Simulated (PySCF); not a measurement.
PySCF was given this input:
```python
from pyscf import gto, scf, dft

mol = gto.M(
    atom='''
F    -1.57687192   -0.88397762    0.67596973
B    -0.85633163   -0.05002954   -0.04294302
F    -1.59357022    0.69875058   -0.83495995
B     0.85633163    0.05002954    0.04294302
F     1.66879536   -0.66020456   -0.71002010
F     1.50164678    0.84543160    0.86901032
''',
    basis='6-311g**',
    verbose=4,
)

mf = dft.RKS(mol)
mf.xc = 'pbe'
mf = mf.density_fit(auxbasis='def2-universal-jkfit')
mf.kernel()
```

Estimate the Mulliken (on the basis functions themselves) charges in atom order that PySCF with DF-PBE/6-311G** returns for this input.

F1 -0.11, B2 0.23, F3 -0.11, B4 0.23, F5 -0.11, F6 -0.11

Give the nuclear repulsion energy at the level DF-PBE/6-311G**.

203.2642 Eh

Predict the number of basis functions from DF-PBE/6-311G**.

108
